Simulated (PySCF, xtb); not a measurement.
CH₂I₂, SMILES ICI.

The structure is a stationary point at PBE0-D3(BJ)/def2-SVP. The def2 effective core potentials stand for the cores of I; spin–orbit coupling is left out.

Level of theory: IEF-PCM-M06-2X/def2-SVP (PySCF).

The values are the electrostatic part of the solvation free energy, E(continuum) − E(gas) at the gas-phase geometry, in a cavity of scaled van der Waals radii (PySCF's table); cavitation and dispersion terms are not included. In vacuum the orbital gap is 7.46 eV. The dipole moment in vacuum is 1.16 D.

Computed values in water (ε = 78.36), N,N-dimethylformamide (ε = 37.22), ethanol (ε = 24.85):
```
solvent                    ε  ΔG(elec) (kcal/mol)  dipole (D)  gap (eV)
---------------------  -----  -------------------  ----------  --------
water                  78.36                 -3.3        1.66      7.62
N,N-dimethylformamide  37.22                 -3.2        1.65      7.62
ethanol                24.85                 -3.2        1.64      7.61
```

For comparison, GFN2-xTB/ALPB(water) (xtb, at the GFN2-xTB geometry, all terms of that model) gives -2.6 kcal/mol.
